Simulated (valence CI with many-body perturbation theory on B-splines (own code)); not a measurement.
**E1 transitions of Yb57+**

Calculated by configuration interaction combined with many-body perturbation theory (CI+MBPT): three valence electrons over a frozen Dirac-Fock core [Ne], a basis of 11 s, 11 p, 9 d, 7 f, 5 g, 2 h, 1 i functions for each j, with the one-electron correlation potential Σ1 (screened to all orders), the two-electron term Σ2, the three-electron term Σ3, Breit, model QED; selected single and double excitations, second order for the rest (own B-spline code, finite nucleus).

The last digits are not significant, and no measured levels were compared; by estimate large intervals hold to a few tenths of a per cent, small ones and those within an open d or f shell to about a per cent.

Lines 51 to 100 of 256 in falling wavelength, among levels below 9823.5 × 10³ cm⁻¹, chosen from the strongest by gf and those to the six lowest levels. Wavelengths and rates use the calculated energies. Electric multipoles are in the length gauge, E1 and E2 with the static RPA response of the core. Weak lines are less certain than strong ones. Lines between different terms over intervals too small for the method are left out, as are lines whose strength nearly cancels. The highest levels of a list are the least certain.

Levels are named by their leading jj configuration (3d3/2^4 stands for four electrons in 3d with j = 3/2), which in mixed levels can hold well under half, so a name can repeat and another be missing. Letters in brackets count levels of one name in rising energy.

| λ vac (Å) | Upper | Lower | A (s⁻¹) | S (a.u.) with core polarisation | S without |
| --- | --- | --- | --- | --- | --- |
| 51.68 | (3s 3p1/2 3d5/2) J=5/2 [a] | (3s 3p1/2 3p3/2) J=3/2 [b] | 1.86e+09 | 7.61e-04 | 7.71e-04 |
| 51.04 | (3s 3p1/2 3d3/2) J=3/2 [b] | (3s 3p1/2 3p3/2) J=3/2 [a] | 4.30e+09 | 1.13e-03 | 1.14e-03 |
| 49.43 | (3s 3d3/2 3d5/2) J=3/2 [b] | (3s 3p3/2 3d3/2) J=1/2 [b] | 5.58e+10 | 1.33e-02 | 1.35e-02 |
| 49.29 | (3s 3d3/2 3d5/2) J=5/2 [b] | (3s 3p3/2 3d3/2) J=5/2 [b] | 4.48e+10 | 1.59e-02 | 1.61e-02 |
| 49.25 | (3s 3d3/2 3d5/2) J=7/2 [b] | (3s 3p3/2 3d3/2) J=5/2 [b] | 1.56e+11 | 7.35e-02 | 7.45e-02 |
| 48.43 | (3p1/2 3p3/2 3d5/2) J=3/2 [a] | (3p1/2 3p3/2^2) J=3/2 | 8.07e+10 | 1.81e-02 | 1.83e-02 |
| 48.06 | (3s 3p1/2 3d5/2) J=3/2 | (3s 3p1/2 3p3/2) J=1/2 | 1.47e+11 | 3.21e-02 | 3.26e-02 |
| 47.67 | (3s 3p1/2 3d5/2) J=5/2 [a] | (3s 3p1/2 3p3/2) J=5/2 | 6.95e+09 | 2.23e-03 | 2.26e-03 |
| 47.60 | (3s 3d3/2 3d5/2) J=1/2 | (3s 3p3/2 3d3/2) J=1/2 [b] | 1.66e+11 | 1.76e-02 | 1.79e-02 |
| 47.26 | (3s 3p1/2 3d5/2) J=5/2 [b] | (3s 3p1/2 3p3/2) J=3/2 [b] | 1.17e+11 | 3.66e-02 | 3.71e-02 |
| 46.82 | (3s 3d3/2 3d5/2) J=5/2 [b] | (3s 3p3/2 3d3/2) J=3/2 [b] | 1.14e+11 | 3.45e-02 | 3.50e-02 |
| 46.80 | (3p1/2 3p3/2 3d5/2) J=5/2 [a] | (3p1/2 3p3/2^2) J=5/2 | 8.42e+10 | 2.56e-02 | 2.59e-02 |
| 46.40 | (3s 3p1/2 3d5/2) J=3/2 | (3s 3p1/2 3p3/2) J=3/2 [b] | 5.00e+10 | 9.87e-03 | 1.00e-02 |
| 46.34 | (3s 3p3/2 3d5/2) J=5/2 [a] | (3s 3p3/2^2) J=5/2 | 1.65e+11 | 4.86e-02 | 4.93e-02 |
| 46.21 | (3p1/2 3p3/2 3d5/2) J=1/2 | (3p1/2 3p3/2^2) J=1/2 | 2.47e+11 | 2.41e-02 | 2.44e-02 |
| 46.16 | (3s 3p3/2 3d5/2) J=1/2 | (3s 3p3/2^2) J=1/2 | 2.99e+11 | 2.90e-02 | 2.95e-02 |
| 46.14 | (3s 3d3/2 3d5/2) J=3/2 [b] | (3s 3p3/2 3d3/2) J=3/2 [b] | 1.13e+11 | 2.20e-02 | 2.23e-02 |
| 45.91 | (3s 3d3/2 3d5/2) J=7/2 [a] | (3s 3p3/2 3d3/2) J=5/2 [a] | 1.86e+11 | 7.09e-02 | 7.19e-02 |
| 45.71 | (3p1/2 3p3/2 3d5/2) J=3/2 [b] | (3p1/2 3p3/2^2) J=1/2 | 1.45e+11 | 2.73e-02 | 2.77e-02 |
| 45.47 | (3s 3p1/2 3d5/2) J=7/2 | (3s 3p1/2 3p3/2) J=5/2 | 1.41e+11 | 5.24e-02 | 5.31e-02 |
| 45.44 | (3s^2 3d5/2) J=5/2 | (3s^2 3p3/2) J=3/2 | 2.18e+11 | 6.07e-02 | 6.15e-02 |
| 45.23 | (3p1/2 3p3/2 3d5/2) J=5/2 [b] | (3p1/2 3p3/2^2) J=3/2 | 3.81e+11 | 1.04e-01 | 1.06e-01 |
| 45.22 | (3s 3p3/2 3d5/2) J=5/2 [b] | (3s 3p3/2^2) J=3/2 | 4.20e+11 | 1.15e-01 | 1.17e-01 |
| 45.20 | (3p1/2^2 3d5/2) J=5/2 | (3p1/2^2 3p3/2) J=3/2 | 1.04e+11 | 2.85e-02 | 2.88e-02 |
| 44.94 | (3p1/2 3p3/2 3d5/2) J=7/2 [b] | (3p1/2 3p3/2^2) J=5/2 | 2.76e+11 | 9.90e-02 | 1.00e-01 |
| 44.88 | (3s 3p3/2 3d5/2) J=7/2 [a] | (3s 3p3/2^2) J=5/2 | 2.28e+11 | 8.15e-02 | 8.26e-02 |
| 44.81 | (3s 3d3/2 3d5/2) J=5/2 [a] | (3s 3p3/2 3d3/2) J=3/2 [a] | 1.96e+11 | 5.22e-02 | 5.29e-02 |
| 44.79 | (3s 3p1/2 3d5/2) J=5/2 [a] | (3s 3p1/2 3p3/2) J=3/2 [a] | 2.10e+11 | 5.60e-02 | 5.67e-02 |
| 44.56 | (3s 3p3/2 3d5/2) J=3/2 [b] | (3s 3p3/2^2) J=1/2 | 2.02e+11 | 3.53e-02 | 3.58e-02 |
| 44.55 | (3p1/2 3p3/2 3d5/2) J=5/2 [b] | (3p1/2 3p3/2^2) J=5/2 | 4.48e+10 | 1.17e-02 | 1.19e-02 |
| 44.45 | (3s 3p3/2 3d5/2) J=3/2 [a] | (3s 3p3/2^2) J=5/2 | 5.92e+10 | 1.03e-02 | 1.04e-02 |
| 44.23 | (3s 3d3/2 3d5/2) J=3/2 [a] | (3s 3p3/2 3d3/2) J=1/2 [a] | 1.88e+11 | 3.21e-02 | 3.25e-02 |
| 43.99 | (3s 3d3/2 3d5/2) J=3/2 [a] | (3s 3p3/2 3d3/2) J=3/2 [a] | 5.91e+10 | 9.92e-03 | 1.01e-02 |
| 43.96 | (3s 3d3/2 3d5/2) J=9/2 | (3s 3p3/2 3d3/2) J=7/2 | 2.76e+11 | 1.16e-01 | 1.17e-01 |
| 43.89 | (3s 3p1/2 3d5/2) J=5/2 [b] | (3s 3p1/2 3p3/2) J=5/2 | 5.92e+10 | 1.48e-02 | 1.50e-02 |
| 43.14 | (3s 3p1/2 3d5/2) J=3/2 | (3s 3p1/2 3p3/2) J=5/2 | 1.96e+10 | 3.11e-03 | 3.16e-03 |
| 42.72 | (3s 3d3/2 3d5/2) J=7/2 [b] | (3s 3p3/2 3d3/2) J=7/2 | 5.45e+10 | 1.68e-02 | 1.70e-02 |
| 42.29 | (3s 3d3/2 3d5/2) J=5/2 [b] | (3s 3p3/2 3d3/2) J=5/2 [a] | 7.44e+10 | 1.67e-02 | 1.69e-02 |
| 42.21 | (3s 3p3/2 3d5/2) J=7/2 [b] | (3s 3p3/2^2) J=5/2 | 2.21e+11 | 6.55e-02 | 6.64e-02 |
| 41.43 | (3s 3p1/2 3d5/2) J=5/2 [b] | (3s 3p1/2 3p3/2) J=3/2 [a] | 6.02e+09 | 1.27e-03 | 1.29e-03 |
| 40.77 | (3s 3p1/2 3d5/2) J=3/2 | (3s 3p1/2 3p3/2) J=3/2 [a] | 4.61e+10 | 6.16e-03 | 6.25e-03 |
| 39.37 | (3s 3p3/2 3d5/2) J=5/2 [b] | (3s 3p3/2^2) J=5/2 | 4.78e+10 | 8.63e-03 | 8.76e-03 |
| 30.66 | (3s 3p1/2 3p3/2) J=3/2 [a] | (3s^2 3p1/2) J=1/2 | 6.66e+09 | 3.79e-04 | 3.85e-04 |
| 30.17 | (3p1/2 3p3/2 3d5/2) J=7/2 [a] | (3s 3p1/2 3d5/2) J=5/2 [b] | 7.20e+10 | 7.81e-03 | 7.93e-03 |
| 30.16 | (3s 3p3/2 3d5/2) J=5/2 [a] | (3s^2 3d5/2) J=5/2 | 2.70e+11 | 2.20e-02 | 2.23e-02 |
| 29.78 | (3s 3p3/2^2) J=5/2 | (3s^2 3p3/2) J=3/2 | 4.66e+11 | 3.65e-02 | 3.70e-02 |
| 29.74 | (3p1/2 3p3/2 3d5/2) J=3/2 [a] | (3s 3p1/2 3d5/2) J=3/2 | 5.11e+11 | 2.65e-02 | 2.69e-02 |
| 29.60 | (3p1/2 3p3/2^2) J=3/2 | (3s 3p1/2 3p3/2) J=1/2 | 7.77e+11 | 3.98e-02 | 4.04e-02 |
| 29.53 | (3s 3p3/2 3d5/2) J=7/2 [a] | (3s^2 3d5/2) J=5/2 | 1.02e+11 | 1.04e-02 | 1.05e-02 |
| 29.47 | (3p1/2 3p3/2 3d5/2) J=7/2 [a] | (3s 3p1/2 3d5/2) J=7/2 | 7.20e+10 | 7.28e-03 | 7.39e-03 |
